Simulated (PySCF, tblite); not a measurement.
Isomers of [C5H14OPSi]+ (charge +1), one GFN2-xTB conformer each. Single-point energies are computed at PBE0/pcSseg-1 (PySCF, gas phase, no added dispersion term), electronic only.

```json
{"SMILES": "CC(=O)C[P@@H+](C)C[SiH3]", "GFN2-xTB relative energy (kcal/mol)": "0.5"}
{"SMILES": "[SiH3]C[PH+]1CCOCC1", "GFN2-xTB relative energy (kcal/mol)": "0.0"}
```

Conformers: `[CH3:1][C:2](=[O:3])[CH2:4][P@@H+:5]([CH3:6])[CH2:7][SiH3:8]` (charge +1) with C1–C2–C4–P5 180°, C2–C4–P5–C6 170°, C4–P5–C7–Si8 141°; `[SiH3:1][CH2:2][PH+:3]1[CH2:4][CH2:5][O:6][CH2:7][CH2:8]1` (charge +1) with Si1–C2–P3–C4 -173°, C2–P3–C4–C5 80°, P3–C4–C5–O6 -7°, C4–C5–O6–C7 81°, C5–O6–C7–C8 -73°.

**Question.** What does PBE0/pcSseg-1 give for the same structures?

**Answer.** 
```tsv
SMILES	PBE0/pcSseg-1 E (Eh)	PBE0/pcSseg-1 (kcal/mol)	GFN2-xTB (kcal/mol)	point group
CC(=O)C[P@@H+](C)C[SiH3]	-904.16209	0.0	0.5	C1
[SiH3]C[PH+]1CCOCC1	-904.14290	12.0	0.0	C1
```

GFN2-xTB puts [SiH3]C[PH+]1CCOCC1 lowest instead. 

**Question.** Which frontier levels and rotational constants go with these structures?

**Answer.** 
```csv
SMILES,"HOMO (eV, PBE0/pcSseg-1)",LUMO (eV),"A, B, C (MHz)"
CC(=O)C[P@@H+](C)C[SiH3],-12.16,-5.02,"1955, 902.9, 668.0"
[SiH3]C[PH+]1CCOCC1,-12.33,-3.70,"2446, 948.0, 863.4"
```

**Question.** What happens when harmonic zero-point energies from GFN2-xTB frequencies are added?

**Answer.** 
| SMILES | ZPE (kcal/mol) | electronic (kcal/mol) | with ZPE (kcal/mol) |
| --- | --- | --- | --- |
| CC(=O)C[P@@H+](C)C[SiH3] | 106.6 | 0.0 | 0.0 |
| [SiH3]C[PH+]1CCOCC1 | 109.5 | 12.0 | 14.9 |

The zero-point energies span 2.9 kcal/mol. The order is unchanged.
